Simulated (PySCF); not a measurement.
SnFCl, SMILES [F][Sn][Cl] (connectivity only; charge and spin as stated), neutral, multiplicity 1.

Coordinates come from a PBE0-D3(BJ)/def2-TZVP optimisation. The def2 effective core potentials stand for the cores of Sn; spin–orbit coupling is left out.

Method: PySCF 2.14.0 with TDDFT-ωB97X/def2-SVPD.

Vertical excitations. Isolated molecule, no solvent. State labels are in the subgroup Cs.

```tsv
state	symmetry	energy (eV)	λ (nm)	f	main pairs
S1	A"	4.42	280	0.063	HOMO→LUMO 99 %
S2	A"	5.27	235	0.001	HOMO−1→LUMO 98 %
S3	A'	5.74	216	0.007	HOMO−2→LUMO 91 %
S4	A'	6.85	181	0.137	HOMO→LUMO+1 43 %, HOMO→LUMO+2 41 %, HOMO−4→LUMO 9 %
S5	A"	6.90	180	0.024	HOMO−3→LUMO 91 %
S6	A'	7.16	173	0.478	HOMO→LUMO+2 41 %, HOMO→LUMO+1 38 %, HOMO−1→LUMO+2 9 %
S7	A"	7.24	171	0.002	HOMO−5→LUMO 91 %
S8	A'	7.49	166	0.072	HOMO−4→LUMO 46 %, HOMO−1→LUMO+1 36 %, HOMO→LUMO+2 8 %
S9	A'	7.61	163	0.088	HOMO−1→LUMO+1 48 %, HOMO−4→LUMO 34 %
S10	A"	7.67	162	0.025	HOMO−2→LUMO+1 76 %, HOMO−2→LUMO+2 12 %
T1	A"	3.42	363	0	HOMO→LUMO 96 %
T2	A"	5.17	240	0	HOMO−1→LUMO 97 %
T3	A'	5.22	237	0	HOMO−2→LUMO 97 %
T4	A'	5.73	216	0	HOMO→LUMO+1 92 %
```
Triplets are in the Tamm–Dancoff approximation, which puts them higher than full response would, so one can lie above its singlet here.
